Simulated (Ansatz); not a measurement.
Total energies of 1-ethyl-3-methylimidazolium, `CCn1cc[n+](C)c1` from Ansatz at PBE-D4/def2-TZVP, gas phase (1 Eh = 27.2114 eV = 2625.5 kJ/mol). The reference geometry is relaxed at r2SCAN-D4/def2-SVP.

```
           state                       geometry  energy (Eh)
charge 1 singlet                      reference   -344.23847
charge 0 doublet                      reference   -344.35487
charge 0 doublet  relaxed at r2SCAN-D4/def2-SVP   -344.37943
```

**Question.** Work out the vertical electron affinity, to the doublet.

**Answer.** E(charge 1 singlet) − E(charge 0 doublet) = -344.23847 − (-344.35487) = 0.11640 Eh = 3.17 eV.

**Question.** How much does the charge 0 doublet relax, and what is the adiabatic electron affinity?

**Answer.** Relaxation: -344.35487 − (-344.37943) = 0.02456 Eh = 0.67 eV. Adiabatic electron affinity: 0.14096 Eh = 3.84 eV, without zero-point energy.
